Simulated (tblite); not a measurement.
Species: C7H13F.
Atom-mapped SMILES: `[CH3:1][C@@H:2]1[C@H:3]([CH3:4])[CH2:5][CH2:6][C@@H:7]1[F:8]` (hydrogens: H9, H10, H11 on C1; H12 on C2; H13 on C3; H14, H15, H16 on C4; H17, H18 on C5; H19, H20 on C6; H21 on C7)

Computed with GFN2-xTB (tblite), gas phase: L-BFGS steps from a force-field or distance-geometry start until the largest atomic force falls under 0.01 eV/Å.

Step 67: E = -717.6213 eV
```
atom  x, y, z in Å  |  force x, y, z in eV/Å
C1     -1.9741   -0.7198   -0.4534   -0.059  -0.026   0.015
C2     -0.6041   -0.7301    0.2140    0.008   0.001  -0.097
C3     -0.1211    0.6120    0.7984    0.089   0.045   0.005
C4     -0.4910    1.8241   -0.0626   -0.009  -0.067   0.004
C5      1.4184    0.4528    0.8889    0.274   0.086   0.050
C6      1.8053   -0.7261   -0.0452    0.189   0.019   0.177
C7      0.5144   -1.1316   -0.7482    0.064  -0.037  -0.016
F8      0.4062   -0.4513   -1.9491   -0.020  -0.037  -0.008
H9     -2.2782   -1.7371   -0.6973    0.045   0.016  -0.006
H10    -2.7177   -0.3003    0.2192   -0.014   0.041  -0.005
H11    -1.9566   -0.1427   -1.3771    0.016  -0.024   0.132
H12    -0.5995   -1.4762    1.0225   -0.017   0.111  -0.102
H13    -0.5525    0.7412    1.7982    0.044   0.085  -0.095
H14    -1.5680    1.9678   -0.1248    0.026  -0.086   0.083
H15    -0.0635    2.7235    0.3756    0.024   0.007  -0.002
H16    -0.1091    1.7156   -1.0759    0.030  -0.020   0.098
H17     1.9133    1.3893    0.5689   -0.207  -0.487   0.169
H18     1.7352    0.2453    1.9289   -0.150   0.073  -0.516
H19     2.1862   -1.5884    0.5232   -0.121   0.319  -0.094
H20     2.5690   -0.4592   -0.7889   -0.234   0.033   0.251
H21     0.4786   -2.1917   -1.0155    0.023  -0.053  -0.043
```

Step 68: E = -717.6396 eV
```
atom  x, y, z in Å  |  force x, y, z in eV/Å
C1     -1.9619   -0.7030   -0.4812   -0.037  -0.013   0.031
C2     -0.6005   -0.7309    0.2008   -0.006   0.023  -0.055
C3     -0.1101    0.6060    0.7972    0.020  -0.047  -0.005
C4     -0.5238    1.8293   -0.0167    0.010   0.005   0.010
C5      1.4293    0.4714    0.8343   -0.026  -0.048  -0.028
C6      1.8039   -0.7552   -0.0132   -0.027  -0.038  -0.034
C7      0.5268   -1.1497   -0.7436    0.009  -0.030  -0.031
F8      0.4473   -0.4671   -1.9443   -0.020   0.000  -0.025
H9     -2.2597   -1.7132   -0.7532    0.012  -0.029  -0.011
H10    -2.7137   -0.2980    0.1908   -0.018   0.027   0.009
H11    -1.9326   -0.1045   -1.3883    0.015   0.004   0.058
H12    -0.6186   -1.4765    1.0069   -0.010   0.065  -0.059
H13    -0.5062    0.7101    1.8109   -0.020   0.063   0.002
H14    -1.6013    1.9536   -0.0309   -0.084  -0.023   0.051
H15    -0.0902    2.7245    0.4245    0.012   0.005   0.001
H16    -0.1790    1.7469   -1.0424    0.058  -0.024  -0.025
H17     1.8861    1.3670    0.4245    0.051   0.093  -0.035
H18     1.7902    0.3542    1.8526    0.015  -0.020   0.094
H19     2.1219   -1.5881    0.6093    0.011  -0.042   0.094
H20     2.5998   -0.5499   -0.7262    0.010   0.068  -0.014
H21     0.4835   -2.2098   -1.0121    0.022  -0.038  -0.025
```

Question: Estimate the geometry and energy of step 69. (The exact step hangs on the optimiser's Hessian estimate; all steps are aligned on step 68, rigid shifts and turns removed.)

Answer: E = -717.6408 eV, largest force 0.068 eV/Å
```
atom  x, y, z in Å  |  force x, y, z in eV/Å
C1     -1.9625   -0.7032   -0.4822   -0.025  -0.010   0.019
C2     -0.6009   -0.7305    0.1998   -0.003   0.017  -0.039
C3     -0.1101    0.6057    0.7971    0.019  -0.017  -0.005
C4     -0.5247    1.8305   -0.0155    0.001  -0.009   0.003
C5      1.4300    0.4716    0.8340    0.013  -0.022  -0.010
C6      1.8047   -0.7567   -0.0139   -0.002  -0.025  -0.005
C7      0.5268   -1.1518   -0.7434    0.008  -0.022  -0.022
F8      0.4465   -0.4705   -1.9452   -0.011  -0.007  -0.017
H9     -2.2594   -1.7141   -0.7542    0.011  -0.014  -0.006
H10    -2.7149   -0.2967    0.1883   -0.013   0.019   0.009
H11    -1.9309   -0.1052   -1.3893    0.006   0.004   0.051
H12    -0.6208   -1.4746    1.0065   -0.004   0.048  -0.048
H13    -0.5068    0.7111    1.8112   -0.007   0.049  -0.015
H14    -1.6036    1.9548   -0.0274   -0.036  -0.028   0.041
H15    -0.0902    2.7247    0.4271    0.006   0.002  -0.005
H16    -0.1790    1.7488   -1.0418    0.038  -0.019  -0.001
H17     1.8870    1.3698    0.4225    0.017   0.011   0.003
H18     1.7915    0.3552    1.8550   -0.009  -0.011   0.008
H19     2.1254   -1.5901    0.6104   -0.010   0.012   0.046
H20     2.5998   -0.5490   -0.7292   -0.018   0.050   0.019
H21     0.4832   -2.2126   -1.0101    0.021  -0.029  -0.026
```

The energy changes by -0.0011 eV. The first-order estimate −F·Δx gives -0.0018 eV and the mean of the old and new forces, exact on a quadratic surface, -0.0011 eV. The step makes an angle of 61° with the force vector and moves no atom by more than 0.004 Å.

What follows is the cost of the whole relaxation. Time: 0.81 s. Hardware: one thread of an Arm Neoverse V1, on a shared host.
